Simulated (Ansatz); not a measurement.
A CCSD(T) single point on CH$_{4}$ClFOSn, SMILES `[OH][SnH]([Cl])[CH2]F`.

```yaml
crystal:
  periodic: [false, false, false]
  atoms:
    - {symbol: O, position_ang: [0.693813, 1.880232, -0.371536]}
    - {symbol: Sn, position_ang: [0.763027, -0.039866, -0.006834]}
    - {symbol: Cl, position_ang: [1.508749, -0.247735, 2.196838]}
    - {symbol: C, position_ang: [-1.296633, -0.664560, -0.118413]}
    - {symbol: F, position_ang: [-1.441192, -1.665968, -1.057775]}
    - {symbol: H, position_ang: [1.483485, 2.359437, -0.109170]}
    - {symbol: H, position_ang: [1.905634, -0.825233, -0.994139]}
    - {symbol: H, position_ang: [-1.905774, 0.193795, -0.411167]}
    - {symbol: H, position_ang: [-1.622806, -1.036202, 0.854998]}
basis:
  gaussian: {orbitals: def2-TZVPP}
correlation: {method: ccsd_t}
output: {orbitals: {seedname: orbitals}}
```

```sh
$ ansatz run in.yaml --threads 4 --pin off --events-out ev --progress --plain --max-ram 10444MiB
```

The program prints (abridged):

```
Functional definition: HF
1626 factors; integrals over basis functions are off by at most 1.0e-3 eV
mean field evaluation 1: about -24145.8694 eV, gradient 4.5e1 eV
mean field evaluation 2: about -24146.0805 eV, gradient 4.5e1 eV
mean field evaluation 4: about -24150.0509 eV, gradient 3.6e0 eV
mean field evaluation 8: about -24150.1089 eV, gradient 3.0e-1 eV
mean field -24150.10924032 eV, -887.5001450498 hartree, gradient 3.2e-6 eV, S^2 0.000000; 0 other end points of the search recorded, 0 dependent functions left out
12 core orbitals not correlated: weight in the atoms' cores, before any rotation towards them, 1.000 or more for the frozen orbitals, at most 0.000 for the correlated occupied ones
reference -24150.10924032 eV, -887.5001450498 hartree; 21, 21 occupied and 208, 208 virtual orbitals, 1626 factors
second order -31.96281338 eV of doubles, -0.00000000 eV of singles
cycle   1  -31.78886703 eV  change    1.7e-1 eV  update   1.2e-1
cycle   2  -32.49199842 eV  change   -7.0e-1 eV  update   3.6e-2
cycle   3  -32.65478216 eV  change   -1.6e-1 eV  update   1.9e-2
cycle   4  -32.63973331 eV  change    1.5e-2 eV  update   4.7e-3
cycle   5  -32.63493593 eV  change    4.8e-3 eV  update   2.2e-3
cycle   6  -32.63612195 eV  change   -1.2e-3 eV  update   7.0e-4
cycle   7  -32.63608926 eV  change    3.3e-5 eV  update   3.0e-4
cycle   8  -32.63592610 eV  change    1.6e-4 eV  update   9.5e-5
cycle   9  -32.63594376 eV  change   -1.8e-5 eV  update   3.6e-5
perturbative correction -1.13816316 eV, -0.0418267245 hartree
Total energy: -24183.88334723 eV, -888.7413205859 hartree
```

Hardware: 4 threads of an Arm Neoverse V2 on a shared host. Wall time 4.2 min, peak host memory 5.3 GiB.

The correlation energy is -33.774 eV, 3.4 % of it from (T); the T1 diagnostic reads 0.0125.
